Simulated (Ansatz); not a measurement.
`[NH2][Zr]([OH])([OH])[F]` + `[F][In]([F])[SeH]` → `[OH][Zr]([OH])([F])[SeH]` + `[NH2][In]([F])[F]`  (redistribution)

Calculated with Ansatz (gas phase, PBE0-D4/def2-TZVP geometries, no zero-point term in ΔE). CCSD(T)/CBS adds triple-zeta CCSD(T) − MP2 to the extrapolated MP2 energy (def2 sets, frozen cores). Functionals use def2-TZVPP. def2 core potentials past Kr. For In, Se, Zr outer-core shells are correlated without core-valence functions, which leaves a few kJ/mol of doubt a bond. Scalar relativity is left out up to krypton. One conformer a species, not always the lowest.

`[NH2][Zr]([OH])([OH])[F]`:

Cartesian coordinates in Å:
```
N -0.372 0.801 -1.429
Zr 0.320 0.053 0.331
O 0.930 -1.738 -0.006
O -1.087 0.243 1.625
F 1.827 1.092 0.930
H -0.068 0.517 -2.350
H -1.088 1.507 -1.526
H 1.206 -2.647 0.049
H -1.669 0.172 2.376
```

`[F][In]([F])[SeH]`:

Z-matrix (Å, degrees):
```
In
F 1 1.934
Se 1 2.459 2 124.0
F 1 1.932 2 111.5 3 180.0
H 3 1.471 1 89.9 2 -0.0
```

`[OH][Zr]([OH])([F])[SeH]`:

```xyz
8

O     1.108    0.978    0.910
Zr   -0.010    0.120   -0.371
O     0.771   -1.417   -1.174
F    -0.464    1.409   -1.704
Se   -2.154   -0.765    0.817
H     1.746    1.245    1.566
H     1.324   -2.119   -1.506
H    -2.321    0.549    1.461
```

`[NH2][In]([F])[F]`:

Cartesian coordinates in Å:
```
N 0.506 0.448 1.024
In -0.167 -0.280 -0.711
F -0.176 -2.160 -1.168
F -0.685 0.816 -2.220
H 0.392 -0.179 1.809
H 0.130 1.355 1.267
```

```json
{"level": "revPBE-D4", "ΔE (kJ/mol)": "56.6"}
{"level": "r2SCANh-D4", "ΔE (kJ/mol)": "57.6"}
{"level": "RPA@PBE/def2-TZVPP", "ΔE (kJ/mol)": "47.0"}
{"level": "MP2/def2-QZVPP", "ΔE (kJ/mol)": "50.7"}
```

(1) What does CCSD(T)/CBS give? (An estimate is asked.)

Largest T1 diagnostic among the species: 0.016.

## Answers

(1) Ansatz gave: +53.9 kJ/mol. The listed levels differ from it by 2.7, 3.7, -6.9, -3.2 kJ/mol.

Leaving LDA and LC-ωPBE aside and taking each functional with its dispersion term where it has one, the values, not all of them listed here, spread over 8.9 kJ/mol, from PBE-QIDH to BHLYP-D4. In def2-TZVPP, CCSD(T) changes the Hartree–Fock value by −13.4 kJ/mol (the triples alone add −3.6 kJ/mol) and MP2 by −15.0 kJ/mol.

CCSD(T)/CBS has its own doubt, a few kJ/mol and more with outer-core shells, so smaller differences from it don't rank the levels.
